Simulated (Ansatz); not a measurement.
`CS[SiH2]I` + H₂O → `CS[SiH2]O` + HI at 400 K and 1 bar (formal hydrolysis of the Si–I bond).

Gas-phase electronic energies from Ansatz, PBE0-D4/def2-TZVP geometries. CCSD(T)/CBS adds triple-zeta CCSD(T) − MP2 to the extrapolated MP2 energy (def2 sets, frozen cores). This one scheme is used for every species. def2 core potentials past Kr. For I outer-core shells are correlated without core-valence functions, which leaves a few kJ/mol of doubt a bond. Each species was taken in one conformer, which may not be the lowest.

```csv
species,CCSD(T)/CBS energy (Eh),H − E (kJ/mol),S (J/(mol·K))
`CS[SiH2]I`,-1025.41950,181.8,393.5
H₂O,-76.37941,69.8,198.6
`CS[SiH2]O`,-803.76359,217.5,371.8
HI,-298.03592,25.7,215.0
```

H − E and S are ideal-gas, rigid-rotor, harmonic terms from PBE0-D4/def2-TZVP, for one conformer and one mirror image of each species. 1 Eh = 2625.50 kJ/mol, R = 8.31446 J/(mol·K).

Question: By hand: ΔE, ΔH, ΔS and ΔG.

Answer: ΔE = (-803.76359) + (-298.03592) − (-1025.41950) − (-76.37941) = -0.00060 Eh = -1.6 kJ/mol. Δ(H − E) = 217.5 + 25.7 − 181.8 − 69.8 = -8.4, so ΔH = -10.0 kJ/mol. ΔS = 371.8 + 215.0 − 393.5 − 198.6 = -5.3 J/(mol·K). ΔG = -10.0 − 400 × (-5.3)/1000 = -7.9 kJ/mol.

Question: By hand: the equilibrium constant, and the temperature at which ΔG would vanish if ΔH and ΔS stayed fixed.

Answer: log₁₀ K = −ΔG/(RT ln 10) = 1.0. ΔG = 0 at ΔH/ΔS = 1887 K, though so small a ΔS makes that figure unsure.

The number of gas molecules stays the same, so ΔS is small and ΔH decides. A doubt of 5 kJ/mol in ΔE shifts log₁₀ K by 0.7 here. Other conformers and mirror images would add mixing entropy, several J/(mol·K) or more a flexible species. These are equilibria of isolated gas molecules and say nothing of rates. Largest T1 diagnostic: 0.011 (customary marks: 0.02 for closed shells, 0.045 for open ones).
